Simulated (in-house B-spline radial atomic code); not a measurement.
Computed with a B-spline radial atomic code. Model: two electrons, singlet ground state, non-relativistic, full CI in B-splines with partial waves to l = 8 (at full coupling up to 3e-4 hartree above the limit, correlation up to 0.6 % small), density held at that of full coupling by Lieb maximisation.

Along the adiabatic connection the electron repulsion is scaled by a coupling λ while a local potential keeps the density fixed. At λ = 0 the system is the Kohn-Sham one and W equals the exchange energy; the exchange-correlation energy is the area under W between 0 and 1. The kinetic energy rises with λ as the electrons avoid each other, with dT/dλ = −λ dW/dλ.

Command:
```bash
python run_ac.py task.json out
```
Settings (lengths in bohr, energies in hartree):
```
potential              gauss
strength               6.87
lmax                   8
second                 1.54
```

Run time, properties included: 10 s on 1 thread of Intel(R) Xeon(R) Processor @ 2.30GHz, on a shared host.

**W = mean repulsion less Hartree energy, and W of three functionals.**

Given: confinement Gaussian well; well depth 6.87 hartree; well width 1.54 bohr; external potential -V exp(-r^2/w^2).

Computed: PBE exchange minus exact 42.465 millihartree; SCAN exchange minus exact 5.1005 millihartree.

```
coupling  W xc (hartree)  W xc minus exchange (millihartree)  kinetic minus Kohn-Sham (millihartree)  LDA (PW92) W minus its exchange (millihartree)  PBE W minus its exchange (millihartree)  SCAN W minus its exchange (millihartree)
       0         -1.0259                                   0                                       0                                               0                                        0                                         0
    0.02         -1.0278                              -1.925                                    0.02                                          -12.01                                    -3.05                                     -1.88
    0.05         -1.0307                              -4.781                                    0.12                                          -24.58                                    -7.46                                     -4.65
    0.12         -1.0372                             -11.295                                    0.67                                          -47.04                                   -17.18                                    -10.87
    0.25               ?                                   ?                                       ?                                               ?                                        ?                                         ?
     0.4         -1.0613                             -35.418                                    6.87                                         -106.63                                    -50.4                                    -33.55
     0.6         -1.0768                             -50.936                                   14.61                                         -137.15                                   -70.39                                    -48.06
     0.8         -1.0911                             -65.196                                   24.57                                         -162.54                                   -88.17                                    -61.42
       1               ?                                   ?                                       ?                                               ?                                        ?                                         ?
     1.4         -1.1276                             -101.68                                   64.27                                         -220.91                                  -132.26                                    -96.05
       2         -1.1567                             -130.77                                  113.41                                         -263.73                                  -166.86                                    -124.4
       3         -1.1938                             -167.87                                  205.17                                         -316.34                                  -211.33                                    -161.9
     4.5         -1.2326                             -206.69                                  348.83                                         -371.12                                  -259.41                                   -203.01
       7         -1.2735                             -247.59                                  579.64                                         -430.58                                  -313.12                                   -248.17
      10         -1.3036                             -277.74                                  832.38                                         -476.66                                  -355.55                                   -281.86
```

Question: What belongs in the row 0.25?

Answer: W xc (hartree): -1.0488; W xc minus exchange (millihartree): -22.866; kinetic minus Kohn-Sham (millihartree): 2.8; LDA (PW92) W minus its exchange (millihartree): -78.38; PBE W minus its exchange (millihartree): -33.54; SCAN W minus its exchange (millihartree): -21.79.

Question: What belongs in the row 1?

Answer: W xc (hartree): -1.1042; W xc minus exchange (millihartree): -78.33; kinetic minus Kohn-Sham (millihartree): 36.38; LDA (PW92) W minus its exchange (millihartree): -184.42; PBE W minus its exchange (millihartree): -104.22; SCAN W minus its exchange (millihartree): -73.8.

Question: What is the LDA exchange minus exact?

Answer: 150.27 millihartree.

**Energy parts, natural occupations and partial-wave weights.**

Computed: total energy -6.3255 hartree; exchange energy -1.0259 hartree; kinetic part of the DFT correlation energy 0.036377 hartree; initial slope twice GL2 -0.096705 hartree; kinetic part over minus potential part 0.4644; Hartree energy 2.0518 hartree; Kohn-Sham kinetic 2.4403 hartree.

```json
{"natural": "s", "occupation of the shell (electrons)": "1.9847"}
{"natural": "p", "occupation of the shell (electrons)": "?"}
{"natural": "s", "occupation of the shell (electrons)": "0.0010842"}
{"natural": "d", "occupation of the shell (electrons)": "0.0004989"}
{"natural": "p", "occupation of the shell (electrons)": "0.00013249"}
{"natural": "f", "occupation of the shell (electrons)": "6.2479e-05"}
```

Question: What belongs in the row p?

Answer: occupation of the shell (electrons): 0.013437.

```
wave      weight
   s      0.9929
   p           ?
   d  0.00026301
   f  3.4938e-05
   g  7.8581e-06
```

Question: What belongs in the row p?

Answer: weight: 0.0067892.

Question: What is the Lieb Oxford ratio E_xc over LDA exchange?

Answer: 1.2195.

Question: What is the correlation energy?

Answer: -0.041954 hartree.

Half-way to full coupling W has made 55 % of its drop, against 50 % for a straight line, and second-order (GL2) theory, half the initial slope, overshoots the correlation energy by about 15 %: a moderate bend, as in light atoms. Over couplings 0 to 1 the errors in E_xc come to about +78 millihartree for LDA, +27 millihartree for PBE, +7.4 millihartree for SCAN, so SCAN is nearest. In LDA and PBE the errors of exchange and correlation have opposite signs, so the sum is smaller than the larger of the two.
